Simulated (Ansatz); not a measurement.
Reactions of C$_{3}$H$_{5}$ClTe (`ClC1([TeH])CC1`).

Gas-phase electronic energies from Ansatz, PBE0-D4/def2-TZVP geometries. CCSD(T)/CBS adds triple-zeta CCSD(T) − MP2 to the extrapolated MP2 energy (def2 sets, frozen cores). This one scheme is used for every species, atoms too. Open shells (•) are unrestricted, without spin–orbit coupling. Spin–orbit coupling would lower the free atoms: a little for C, Cl; strongly for Te. Elements past krypton have def2 core potentials. Bonds to Te are less sure, by a few kJ/mol each and by 10 to 20 or more in all where they break to atoms, as the def2 sets lack core-valence functions.

Task: Order these by ΔE at CCSD(T)/CBS, lowest first. (Best estimate.)
A. `ClC1([TeH])CC1` → 3 C• + Cl• + 5 H• + Te•
B. `ClC1([TeH])CC1` + SiH₄ → `[SiH3]C1(Cl)CC1` + H₂Te
C. `ClC1([TeH])CC1` + HCl → `ClC1(Cl)CC1` + H₂Te

Result: B (-34.8 kJ/mol), C (+36.9 kJ/mol), A (+3574.2 kJ/mol).

Largest T1 diagnostic: 0.011, for SiH₄.
